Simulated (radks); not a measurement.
Values are calculated unless marked as measured or tabulated.
Spin polarisation of the 4f7 shell in Gd3+. Start: [Xe] 4f(up 3.5, down 3.5); electrons of 4f are moved from spin down to spin up, other shells keep equal spins. Code: a radial shooting solver on a logarithmic mesh with Libxc functionals. Model: scalar-relativistic Kohn-Sham, LDA (Slater exchange, Perdew-Wang correlation), spin-polarised, spherical densities, point nucleus.

moment (Bohr magnetons) = 0: E - E(0) (eV) 0.000; e(4f up) (eV) -34.035; e(4f down) (eV) -34.035; 5p down minus up (eV) 0.000; 5s down minus up (eV) 0.000
moment (Bohr magnetons) = 1: E - E(0) (eV) -0.185; e(4f up) (eV) -34.390; e(4f down) (eV) -33.650; 5p down minus up (eV) 0.317; 5s down minus up (eV) 0.421
moment (Bohr magnetons) = 2: E - E(0) (eV) -0.740; e(4f up) (eV) -34.714; e(4f down) (eV) -33.234; 5p down minus up (eV) 0.634; 5s down minus up (eV) 0.842
moment (Bohr magnetons) = 3: E - E(0) (eV) -1.666; e(4f up) (eV) -35.007; e(4f down) (eV) -32.788; 5p down minus up (eV) 0.953; 5s down minus up (eV) 1.265
moment (Bohr magnetons) = 4: E - E(0) (eV) -2.961; e(4f up) (eV) -35.268; e(4f down) (eV) -32.311; 5p down minus up (eV) 1.274; 5s down minus up (eV) 1.691
moment (Bohr magnetons) = 5: E - E(0) (eV) -4.625; e(4f up) (eV) -35.497; e(4f down) (eV) -31.802; 5p down minus up (eV) 1.598; 5s down minus up (eV) 2.120
moment (Bohr magnetons) = 6: E - E(0) (eV) -6.658; e(4f up) (eV) -35.692; e(4f down) (eV) -31.261; 5p down minus up (eV) 1.925; 5s down minus up (eV) 2.553
moment (Bohr magnetons) = 7: E - E(0) (eV) -9.059; e(4f up) (eV) -35.852; e(4f down) (eV) -30.685; 5p down minus up (eV) 2.257; 5s down minus up (eV) 2.991

At moment 7 the spin-polarisation energy is -9.059 eV and the 4f exchange splitting 5.166 eV, that is 0.738 eV per Bohr magneton; E = -I m^2/4 would give I = 0.739 eV.
